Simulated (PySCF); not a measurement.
## What the low excited states add to the polarisability

Compound: C5H3Cl2O2P.
InChI=1S/C5H3Cl2O2P/c1-2(8)3-4(6)10-5(7)9-3/h1H3

Computed, not measured: PySCF 2.14.0, density-fitted response routines, TDDFT B3LYP/def2-SVPD, vertical, gas phase, core orbitals frozen in the response. One conformer (not necessarily the lowest) at the GFN2-xTB geometry, without solvent, vibrations or thermal averaging. Torsions of this conformer, `[CH3:1][C:2](=[O:3])[c:4]1[o:5][c:6]([Cl:7])[p:8][c:9]1[Cl:10]`: C1–C2–C4–O5 0°.

Computed singlets:

| state | E (eV) | f |
| --- | --- | --- |
| S1 | 3.56 | 0.0001 |
| S2 | 4.42 | 0.164 |
| S3 | 4.57 | 0.093 |
| S4 | 4.73 | 0.0010 |
| S5 | 5.20 | 0.224 |
| S6 | 5.40 | 0.0005 |
| S7 | 5.56 | 0.103 |
| S8 | 5.76 | 0.0005 |

Task: How much of the mean static polarisability do these states give, one by one?

Result: Each state adds f / ΔE² (ΔE in hartree, 27.2114 eV).

```
state  f/ΔE² (au)  running sum (au)  running share of α (%)
   S1        0.01              0.01                     0.0
   S2        6.23              6.23                     5.1
   S3        3.29              9.52                     7.8
   S4        0.03              9.56                     7.9
   S5        6.13             15.69                    12.9
   S6        0.01             15.70                    12.9
   S7        2.46             18.16                    14.9
   S8        0.01             18.17                    15.0
```

The full response gives 121.53 au (18.01 Å³), so 103.4 au comes from the higher roots of the same equations.

Task: By how much does the contribution of these states grow at 589.3 nm?

Result: With ω = 0.0773 hartree each state's term in the mean polarisability goes from f / ΔE² to f / (ΔE² − ω²); the sum over all 8 states goes from 18.17 to 22.51 au, a rise of 4.33 au.
